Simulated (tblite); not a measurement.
Compound: C₅H₉N₃Si.
Geometry (GFN2-xTB, Å), atoms numbered from 1 in this order:
```xyz
18
C5H9N3Si angstrom
C     -3.3269   -0.1924   -0.8767
C     -2.5006   -0.3061    0.1442
C     -1.5812    0.7874    0.6072
N     -0.2299    0.3079    0.6980
N      0.1755   -0.4741    1.6706
C      1.4434   -0.7193    1.3879
C      1.7798   -0.0484    0.1998
Si     3.3880    0.0304   -0.7527
N      0.6792    0.5884   -0.1991
H     -3.9769   -0.9970   -1.1743
H     -3.3953    0.7157   -1.4530
H     -2.4339   -1.2207    0.7175
H     -1.5841    1.6253   -0.0917
H     -1.8844    1.1273    1.6037
H      2.0516   -1.3366    2.0157
H      3.1932   -0.5536   -2.0801
H      3.8266    1.4216   -0.8648
H      4.3671   -0.7496    0.0094
```

Method: GFN2-xTB as coded in tblite; computed harmonic values from a numerical Hessian at the method's own geometry, unscaled. Against measured fundamentals such values can be off by several per cent, at times by over 20. Modes of hydrogen on silicon can be 10 to 20 % off. One conformer, not necessarily the lowest. The optimisation stopped once no atom felt more than 0.01 eV/Å.

Lowest wavenumbers of the output (negative numbers stand for imaginary wavenumbers):
```
mode    cm-1
  1     -35.1
  2      21.7
  3      54.8
  4     107.3
  5     152.5
  6     182.3
  7     316.0
  8     358.0
```

Problem. Is this structure a minimum?

Solution. Not by this Hessian. 1 mode is imaginary beyond 20i (35i cm⁻¹), so at this level the point lies at or near a first-order saddle. The curvature is small, so loose convergence or finite differences may be the whole cause.

Problem. Which atoms move in the imaginary mode?

Solution. 35i: H17 (Si–H hydrogen) 32 %, H18 (Si–H hydrogen) 32 %, H16 (Si–H hydrogen) 32 %. These are shares of the mass-weighted motion.

Problem. What is the remedy?

Solution. Step along that mode in both directions, optimise again with tighter thresholds and repeat the frequencies. The zero-point energy of this point (82.1 kcal/mol) counts the 47 real modes alone, and thermal corrections from it aren't those of a minimum.
